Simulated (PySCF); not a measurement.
C3H4F2Si, SMILES C#CC(F)(F)[SiH3]. Atoms are numbered in the order given.

```xyz
10

C      0.9391     2.3756     0.0000
C      0.2894     1.3552     0.0000
C     -0.3942     0.0632     0.0000
F     -1.1995    -0.0365    -1.0963
F     -1.1995    -0.0365     1.0963
Si     0.8367    -1.4312     0.0000
H      1.5006     3.2926     0.0000
H      1.6762    -1.3433    -1.2269
H      0.0188    -2.6757     0.0000
H      1.6762    -1.3433     1.2269
```
Charge 0, spin multiplicity 1.

Coordinates come from a PBE0-D3(BJ)/def2-SVP optimisation. The structure was generated by enumeration, and PubChem lists no compound with its InChIKey, so it may never have been made.

Calculation: PBE/pcSseg-1 (PySCF).

GIAO shieldings, no solvent; atoms alike by connectivity are averaged. δ = σ(ref) − σ: ¹³C against TMS (σ = 182.0 ppm); ¹⁹F against CFCl3 (σ = 133.6 ppm); ²⁹Si against TMS (σ = 335.4 ppm); ¹H against TMS (σ = 31.49 ppm), references at their B3LYP-D3(BJ)/def2-TZVP geometries, non-relativistic.

| nucleus | atoms | count | δ (ppm) |
|---|---|---|---|
| ¹³C | C3 | 1 | 124.7 |
| ¹³C | C1 | 1 | 86.5 |
| ¹³C | C2 | 1 | 82.2 |
| ¹⁹F | F4, F5 | 2 | -135.3 |
| ²⁹Si | Si6 | 1 | -61.6 |
| ¹H | H8, H9, H10 | 3 | 4.45 |
| ¹H | H7 | 1 | 3.12 |
